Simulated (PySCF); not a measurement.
Compound: C2H6BO2 (charge -1).
Structure used (PBE0-D3(BJ)/def2-SVP), in Å, numbered top down from 1:
```xyz
11
C2H6BO2 angstrom
B     -1.273   -0.396   -0.444
O     -0.048   -1.245   -0.469
C      0.942   -0.526    0.160
C      0.455    0.957    0.179
O     -0.716    0.981   -0.542
H     -1.897   -0.546    0.656
H     -2.018   -0.649   -1.410
H      1.129   -0.869    1.209
H      1.915   -0.633   -0.373
H      0.313    1.283    1.240
H      1.210    1.648   -0.258
```

Method: PBE0-D3(BJ)/def2-SVP geometry optimisation, gas phase (PySCF 2.14.0).

Masses are those of the commonest isotopes; rigid-rotor values at the optimised geometry. The values belong to one conformer with, in the numbering `[BH2-:1]1[O:2][CH2:3][CH2:4][O:5]1`, O5–B1–O2–C3 33°, B1–O2–C3–C4 -18°, O2–C3–C4–O5 -5°, C3–C4–O5–B1 26°.

(1) What are A, B and C (cm⁻¹)?

(2) Classify the top.

(3) What does the inertial defect say?

(4) List the rotational levels J(Ka,Kc) to J = 5 (MHz).

(5) Which types of transition are allowed, and where do some lines up to J = 3 fall?

## Answers

(1) Ia = 64.69, Ib = 70.49, Ic = 120.91 u·Å²; 505379 MHz·u·Å²/I gives 7812, 7169 and 4180 MHz, that is A = 0.26058, B = 0.23914, C = 0.13942 cm⁻¹.

(2) An asymmetric top. Ray's parameter κ = (2B − A − C)/(A − C) = 0.646; −1 is the prolate and +1 the oblate limit.

(3) Not planar: Δ = Ic − Ia − Ib = -14.27 u·Å². For a rigid frame Δ = −2 Σ m c², so Σ m c² = 7.14 u·Å² lies off the ab plane: 5.57 from hydrogen and 1.57 from heavier atoms. The atom farthest from that plane is 1.46 Å away.

(4) Above 0(0,0):
J = 1: 1(0,1) 11349, 1(1,1) 11992, 1(1,0) 14981
J = 2: 2(0,2) 31607, 2(1,2) 31700, 2(1,1) 40669, 2(2,1) 42597, 2(2,0) 45037
J = 3: 3(0,3) 60027, 3(1,3) 60035, 3(1,2) 76192, 3(2,2) 76645, 3(2,1) 84712, 3(3,1) 88560, 3(3,0) 90341
J = 4: 4(0,4) 96765, 4(1,4) 96766, 4(1,3) 119739, 4(2,3) 119798, 4(2,2) 135359, 4(3,2) 136643, 4(3,1) 143566, 4(4,1) 149935, 4(4,0) 151099
J = 5: 5(0,5) 141859, 5(1,5) 141859, 5(1,4) 171461, 5(2,4) 171467, 5(2,3) 194235, 5(3,3) 194465, 5(3,2) 209015, 5(4,2) 211756, 5(4,1) 217365, 5(5,1) 226777, 5(5,0) 227468
Those of J = 1 are B + C, A + C and A + B.

(5) The dipole components (about the centre of mass, as the species is charged) are |μa| = 0.12 D, |μb| = 4.60 D, |μc| = 0.58 D. The squared components, which scale the intensities, stand as 0.00 : 1.00 : 0.02 (a : b : c). Some lines, for components of 0.1 D or more:

```tsv
type	branch	J(Ka,Kc)	MHz	lower level (cm⁻¹)
c	Q	1(1,1) ← 1(0,1)	643	0.379
c	Q	2(2,1) ← 2(1,1)	1928	1.357
b	Q	1(1,0) ← 1(0,1)	3632	0.379
c	Q	3(3,1) ← 3(2,1)	3848	2.826
b	Q	2(2,0) ← 2(1,1)	4368	1.357
b	Q	3(3,0) ← 3(2,1)	5629	2.826
b	Q	2(2,1) ← 2(1,2)	10897	1.057
b	Q	3(3,1) ← 3(2,2)	11916	2.557
a	Q	3(1,2) ← 3(1,3)	16157	2.003
b	Q	3(1,2) ← 3(0,3)	16165	2.002
a	R	2(1,1) ← 1(1,0)	25688	0.500
b	R	3(0,3) ← 2(1,2)	28327	1.057
c	R	2(2,0) ← 1(1,0)	30056	0.500
b	R	2(2,0) ← 1(1,1)	33045	0.400
b	R	3(3,1) ← 2(2,0)	43523	1.502
c	R	3(2,1) ← 2(1,1)	44043	1.357
c	R	3(2,2) ← 2(1,2)	44944	1.057
```

No frequency check. These are rigid-rotor constants of the computed structure; measured ground-state constants (B0) also hold zero-point vibration. Quadrupole hyperfine structure (11B) is left out.
